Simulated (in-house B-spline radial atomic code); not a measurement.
Whole-atom quantities along the 32-electron series, configuration 1s2 2s2 2p6 3s2 3p6 3d10 4s2 4p1/2(2). Breit and QED terms are first order and not part of the total energy; the density at the nucleus is averaged over the nuclear charge. Computed with a B-spline radial code for spherical atoms: Dirac-Hartree-Fock, jj configuration that fills j = l - 1/2 first, finite nuclei.

```csv
ion,Z,E/Z² (Eh),Σ<r²> (bohr²),n(0)/Z³ (bohr⁻³),Lamb diamagnetic shielding (ppm),repulsion over attraction,Breit energy (eV),self-energy (eV),vacuum polarisation (eV)
Te20+,52,-2.4502,4.1696,1.5536,5261.66,0.11493,134.94,104.54,-13.749
I21+,53,-2.4654,3.9276,1.6004,5391.03,0.113,143.92,111.87,-14.934
Xe22+,54,-2.4804,3.7061,1.6476,5521.29,0.11111,153.3,119.58,-16.2
Cs23+,55,-2.495,3.5028,1.6981,5652.46,0.10927,163.1,127.69,-17.554
Ba24+,56,-2.5094,3.3157,1.7497,5784.57,0.10748,173.33,136.21,-19.001
La25+,57,-2.5236,3.1431,1.8049,5917.67,0.10573,184,145.15,-20.545
Ce26+,58,-2.5376,2.9834,1.8623,6051.8,0.10403,195.12,154.54,-22.193
Pr27+,59,-2.5513,2.8354,1.9229,6186.97,0.10237,206.71,164.39,-23.951
Nd28+,60,-2.5649,2.698,1.9859,6323.25,0.10075,218.77,174.72,-25.825
Pm29+,61,-2.5782,2.5701,2.0491,6460.65,0.099169,231.32,185.54,-27.82
Sm30+,62,-2.5914,2.4509,2.1081,6599.19,0.097627,244.37,196.88,-29.942
Eu31+,63,-2.6045,2.3395,2.1788,6738.99,0.096121,257.93,208.76,-32.204
Gd32+,64,-2.6174,2.2354,2.251,6880.04,0.094651,272.01,221.19,-34.611
Tb33+,65,-2.6301,2.1378,2.3435,7022.47,0.093213,286.64,234.21,-37.183
Dy34+,66,-2.6428,2.0462,2.4086,7166.13,0.091809,301.81,247.82,-39.897
Ho35+,67,-2.6553,1.9602,2.5,7311.29,0.090436,317.54,262.06,-42.799
Er36+,68,-2.6677,1.8792,2.5866,7457.87,0.089094,333.86,276.95,-45.877
Tm37+,69,-2.6801,1.8029,2.6886,7606.01,0.08778,350.77,292.51,-49.158
```

With what power of Z does the column «self-energy (eV)» change over this range?

A fit of the logarithm of its size against log Z from Z = 52 to 69 has slope 3.64. One-loop self-energy scales as Z⁴F(Zα), with F falling from low Z to about Z = 90.
